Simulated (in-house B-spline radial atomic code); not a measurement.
Ionisation energies along the 34-electron series, configuration [Ar] 3d10 4s2 4p4, as differences of self-consistent energies. NIST's values go from ground level to ground level; the uncertainty of those that are theory runs from under 0.1 % in few-electron ions to several per cent in heavy many-electron ones. Computed with an all-electron radial atomic-structure program (B-spline basis): non-relativistic Hartree-Fock, average of the configuration, point nuclei.

This level leaves out relativity, spin-orbit splitting included, which matters for heavy ions.

```
  ion  configuration after  ionisation energy (eV)  IE/(q+1)² (eV)  -ε less Coulomb ΔSCF (eV)  tabulated value (eV)    tabulated kind  computed minus tabulated (eV)
Ag13+    [Ar] 3d10 4s2 4p3                   320.5           1.635                    0.48439                   321  tabulated theory                           -0.5
Cd14+    [Ar] 3d10 4s2 4p3                       ?               ?                          ?                     ?  tabulated theory                              ?
In15+    [Ar] 3d10 4s2 4p3                   395.6          1.5453                    0.48303                   396  tabulated theory                           -0.4
Sn16+    [Ar] 3d10 4s2 4p3                   435.8           1.508                    0.48281                   437  tabulated theory                           -1.2
Sb17+    [Ar] 3d10 4s2 4p3                       ?               ?                          ?                     ?  tabulated theory                              ?
Te18+    [Ar] 3d10 4s2 4p3                   521.4          1.4444                      0.483                   522  tabulated theory                           -0.6
 I19+    [Ar] 3d10 4s2 4p3                   566.8          1.4171                    0.48333                   569  tabulated theory                           -2.2
```

**Question.** Fill in the row of Cd14+.

**Answer.** ionisation energy (eV): 357.2; IE/(q+1)² (eV): 1.5874; -ε less Coulomb ΔSCF (eV): 0.48353; tabulated value (eV): 358; computed minus tabulated (eV): -0.8.

**Question.** Fill in the row of Sb17+.

**Answer.** ionisation energy (eV): 477.7; IE/(q+1)² (eV): 1.4745; -ε less Coulomb ΔSCF (eV): 0.48282; tabulated value (eV): 479; computed minus tabulated (eV): -1.3.
